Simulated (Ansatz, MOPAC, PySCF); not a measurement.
Lewis adduct: BH3 (SMILES B) (first 4 atoms) with PH3 (SMILES P); geometry from B3LYP-D3(BJ)/def2-TZVP, rigid monomers moved along the line of their centres of mass till B1···P5 is 3.47 Å.
(charge 0, multiplicity 1):
```json
[
 {"atom": "B", "x (Å)": "-0.0303", "y (Å)": "-0.0774", "z (Å)": "0.6721"},
 {"atom": "H", "x (Å)": "1.0967", "y (Å)": "-0.4211", "z (Å)": "0.4177"},
 {"atom": "H", "x (Å)": "-0.8416", "y (Å)": "-0.9688", "z (Å)": "0.6552"},
 {"atom": "H", "x (Å)": "-0.3837", "y (Å)": "0.9320", "z (Å)": "0.1159"},
 {"atom": "P", "x (Å)": "0.1222", "y (Å)": "0.8358", "z (Å)": "4.0199"},
 {"atom": "H", "x (Å)": "-1.0579", "y (Å)": "1.2936", "z (Å)": "4.6330"},
 {"atom": "H", "x (Å)": "0.5131", "y (Å)": "-0.1414", "z (Å)": "4.9527"},
 {"atom": "H", "x (Å)": "0.9982", "y (Å)": "1.8752", "z (Å)": "4.3806"}
]
```

Monomers are frozen at their geometry in the pair; levels with a basis set take the counterpoise correction. Rows marked so take none.

Cores are frozen in the correlated methods. CBS: X⁻³ extrapolation of the correlation energy, Hartree–Fock from the larger set. Rows in 6-31G* carry no dispersion term and start afresh at each structure (6-31G* with six Cartesian d functions). MP2/6-31G* freezes PySCF's default core. The state that PM3, PM6 reach isn't checked.

Run with Ansatz (Gaussian orbitals); MOPAC for PM3, PM6 (differences of heats of formation); PySCF for 6-31G* rows, the dispersion terms. 

| level | interaction energy (meV) |
|---|---|
| PM3 | -148.8 |
| PM6 | -109.0 |
| PBE/def2-TZVPPD | -258.9 |
| PBE0-D4/def2-TZVPPD | -260.3 |
| M06-2X/6-31G* (no counterpoise) | -261.4 |
| wB97X-V/def2-TZVPPD | -234.4 |
| MP2/6-31G* (no counterpoise) | -232.8 |
| MP2/CBS(aug-cc-pV(D+d)Z, aug-cc-pV(T+d)Z) | -222.9 |
| CCSD(T)/CBS(aug-cc-pV(D+d)Z, aug-cc-pV(T+d)Z) | … |

Problem. Some entries are withheld; supply them.

Solution. 
- CCSD(T)/CBS(aug-cc-pV(D+d)Z, aug-cc-pV(T+d)Z), interaction energy (meV): -214.7

Ansatz is a program for electronic structure.
